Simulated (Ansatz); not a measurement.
One change: `O[SiH](S)S` becomes `OC(S)S`.

Ansatz, PBE0-D4/def2-TZVP geometries, multiplicity 1. Each molecule was computed in one conformer, which needn't be the lowest.

```tsv
property	`O[SiH](S)S`
size of the dipole moment (PBE/def2-TZVPP) / D	1.52
LUMO energy (B3LYP/def2-TZVPP) / eV	-0.43
HOMO energy (PBE0/def2-TZVPP) / eV	-7.66
HOMO energy (ωB97M-V/def2-TZVPP) / eV	-9.83
LUMO energy (ωB97M-V/def2-TZVPP) / eV	1.65
HOMO energy (B3LYP/def2-TZVPP) / eV	-7.40
```

Question: Give the same properties after the change, and the shifts. (Estimate.)

Answer: Computed: 
```csv
property,`OC(S)S`,shift
size of the dipole moment (PBE/def2-TZVPP) / D,1.14,-0.38
LUMO energy (B3LYP/def2-TZVPP) / eV,-0.77,-0.34
HOMO energy (PBE0/def2-TZVPP) / eV,-7.20,0.46
HOMO energy (ωB97M-V/def2-TZVPP) / eV,-9.40,0.43
LUMO energy (ωB97M-V/def2-TZVPP) / eV,1.46,-0.19
HOMO energy (B3LYP/def2-TZVPP) / eV,-6.97,0.43
```

With PBE0 the HOMO rises by 0.46 eV and the LUMO falls by 0.33 eV, so the gap narrows by about 0.79 eV. PBE moves the HOMO by 0.47 eV and ωB97M-V by 0.43 eV. Dipoles are sizes alone; their direction can turn.

B3LYP here is the variant with VWN-RPA as its local correlation; programs differ in this.
